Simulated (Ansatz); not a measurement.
```xyz
10

N     1.191    0.310   -1.153
C     0.018   -0.223   -0.547
N    -0.877    0.688    0.240
Si   -0.261   -0.575    1.233
H     1.752    0.825   -0.487
H     0.949    0.950   -1.902
H    -0.514   -0.880   -1.238
H    -1.827    0.807   -0.082
H     0.667   -0.165    2.312
H    -1.097   -1.736    1.623
```

Total charge 0; spin multiplicity 1.

Q: List the ωB97M-V/def2-TZVPP orbital energies in eV (Ansatz). (Estimate.)

A: Computed: Occupied: -1807.07, -394.07, -394.04, -282.65, -148.15, -102.28, -102.26, -102.24, -28.24, -26.21, -19.91, -17.94, -16.12, -15.54, -14.77, -12.65, -12.31, -10.53, -9.42, -9.11. Lowest empty: 1.53, 2.38, 3.07, 3.24, 3.36, 4.18, 4.87, 5.19.
